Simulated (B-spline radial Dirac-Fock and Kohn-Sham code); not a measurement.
# Kr⁶⁺: non-radiative channels of the L3 vacancy

System: krypton as Kr⁶⁺, [Ar] 3d10 4s2.

Method: independent-particle rates on relativistic LDA orbitals of the hole state (multipoles up to L = 3, Coulomb Auger matrix elements, transition energies from Dirac-Fock). Computed with a radial finite-basis atomic code. Kinetic energies are configuration averages from the vacuum level; the two-hole energies are estimated from single-hole states.

| transition | kinetic energy (eV) | width (meV) | share (%) |
| --- | --- | --- | --- |
| L3-M1M3 | 1041.0 | 54.1 | 4.7 |
| L3-M2M3 | 1109.7 | 87.8 | 7.7 |
| L3-M3M3 | 1117.3 | 126 | 11.1 |
| L3-M2M5 | 1233.4 | 49.6 | 4.4 |
| L3-M3M4 | 1240.7 | 113 | 10.0 |
| L3-M3M5 | 1243.7 | 172 | 15.1 |
| L3-M3N1 | 1338.2 | 9.70 | 0.9 |
| L3-M4M4 | 1363.7 | 14.7 | 1.3 |
| L3-M4M5 | 1364.5 | 291 | 25.5 |
| L3-M5M5 | 1366.1 | 197 | 17.3 |

The listed channels hold 98 % of the non-radiative rate. Summed by principal shells, of 1.14 eV in all: LMM 98.9 %, LMN 1.1 %.
